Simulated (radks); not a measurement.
The chlorine anion Cl-, 18 electrons, occupied as [Ar].

All-electron calculation, non-relativistic Kohn-Sham, LDA (Slater exchange, VWN5 correlation), spin-polarised, spherical densities, point nucleus; hard spherical wall at 3.5 bohr. Program: a radial shooting solver on a logarithmic mesh with Libxc functionals.

Energy parts (hartree):
total: -458.15018
kinetic: 460.71564
electron-nucleus: -1107.69415
Hartree: 216.26384
exchange-correlation: -27.43552

Orbitals (lengths in bohr, moments of r in powers of bohr; r(90%) holds 90 % of the orbital's charge):
[
 {"orbital": "1s", "occ.": "2", "eigenvalue (hartree)": "-99.47655", "<r^4>": "0.0003279", "r(90%)": "0.164", "<1/r>": "16.51"},
 {"orbital": "2s", "occ.": "2", "eigenvalue (hartree)": "-8.34392", "<r^4>": "0.1038", "r(90%)": "0.703", "<1/r>": "3.268"},
 {"orbital": "2p", "occ.": "6", "eigenvalue (hartree)": "-6.19034", "<r^4>": "0.09405", "r(90%)": "0.681", "<1/r>": "3.188"},
 {"orbital": "3s", "occ.": "2", "eigenvalue (hartree)": "-0.07410", "<r^4>": "10.48", "r(90%)": "2.29", "<1/r>": "0.8846"},
 {"orbital": "3p", "occ.": "6", "eigenvalue (hartree)": "0.36975", "<r^4>": "14.01", "r(90%)": "2.47", "<1/r>": "0.7858"},
 {"orbital": "3d", "occ.": "0", "eigenvalue (hartree)": "1.02465", "<r^4>": "19.91", "r(90%)": "2.67", "<1/r>": "0.6224"},
 {"orbital": "4s", "occ.": "0", "eigenvalue (hartree)": "1.51863", "<r^4>": "34.05", "r(90%)": "2.95", "<1/r>": "0.7354"},
 {"orbital": "4p", "occ.": "0", "eigenvalue (hartree)": "1.83531", "<r^4>": "32.69", "r(90%)": "2.96", "<1/r>": "0.7716"}
]

The highest occupied level is 3p at 10.061 eV. Summed over all electrons, <r^2> = 25.85 bohr^2, which gives a Langevin (diamagnetic) susceptibility term of -20.5 x 10^-6 cm^3/mol. The pressure on the wall is 192 GPa. The density falls to 0.001 e/bohr^3 at r = 3.24 bohr. The electron density at the nucleus is 3199 e/bohr^3.
